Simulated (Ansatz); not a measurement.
C2H2O2, SMILES `O=C1CO1` (charge 0, multiplicity 1).

Z-matrix (Å, degrees):
```
C
H 1 1.0833
H 1 1.0833 2 116.96
C 1 1.4464 2 120.71 3 165.54
O 4 1.1838 1 154.55 2 -82.50
O 4 1.3291 5 138.91 1 -180.00
```
Charge 0, spin multiplicity 1.

Frozen-core energies in 6-31g from Ansatz (an electronic-structure program) at a geometry from B3LYP-D3(BJ)/def2-TZVP; the HF reference has <S^2> = 0.00 and the T1 diagnostic is 0.018.

```json
[
 {"level": "HF", "energy (Ha)": "-226.42967"},
 {"level": "MP2", "energy (Ha)": "-226.86348"},
 {"level": "CCSD", "energy (Ha)": "-226.86989"}
]
```

Estimate the energies of CCSD(T), CCSDT and CCSDT(Q), and give each level's difference from CCSDT(Q).


```csv
level,energy (Ha),difference from CCSDT(Q) (mHa)
MP2,-226.86348,24.22
CCSD,-226.86989,17.81
CCSD(T),-226.88518,2.52
CCSDT,-226.88569,2.01
CCSDT(Q),-226.88770,0.00
```
